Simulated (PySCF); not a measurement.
# Two-photon absorption: 2-methoxyfuran, C$_{5}$H$_{6}$O$_{2}$

Geometry:
```csv
atom,x (Å),y (Å),z (Å)
C1,-2.023,0.447,0.268
O2,-1.123,-0.629,0.412
C3,0.168,-0.345,0.521
C4,1.248,-1.169,0.666
C5,2.378,-0.290,0.729
C6,1.899,0.977,0.619
O7,0.539,0.944,0.491
H8,-1.984,1.125,1.136
H9,-1.812,1.031,-0.643
H10,-3.023,0.003,0.195
H11,1.227,-2.253,0.719
H12,3.423,-0.574,0.844
H13,2.353,1.963,0.612
```

Method: PySCF, TDDFT CAM-B3LYP/def2-TZVPD excited states, vertical, gas phase. Geometry: PBE0-D3(BJ)/def2-SVP.

**Question.** How strongly do the lowest singlets absorb one photon, and two photons of half the energy?

**Answer.** δ for parallel linear polarisation; σ at the peak of a Lorentzian of half width 0.1 eV, single beam; Ω is circular over linear.
```csv
state,E (eV),f,photon λ (nm),δ (au),σ (GM),Ω,main
S1,5.29,0.000,469,54.1,0.55,1.50,"HOMO→LUMO 0.79, HOMO→LUMO+1 0.09"
S2,5.76,0.180,431,69.2,0.84,0.74,HOMO→LUMO+3 0.97
S3,5.93,0.021,418,36.7,0.47,1.50,"HOMO→LUMO+1 0.59, HOMO→LUMO+2 0.28"
S4,6.10,0.001,407,23,0.31,1.50,"HOMO→LUMO+2 0.63, HOMO→LUMO+1 0.22"
S5,6.50,0.004,381,17.7,0.27,1.50,"HOMO→LUMO+4 0.69, HOMO→LUMO+7 0.10"
S6,6.58,0.029,377,53.2,0.84,0.97,HOMO→LUMO+5 0.85
```
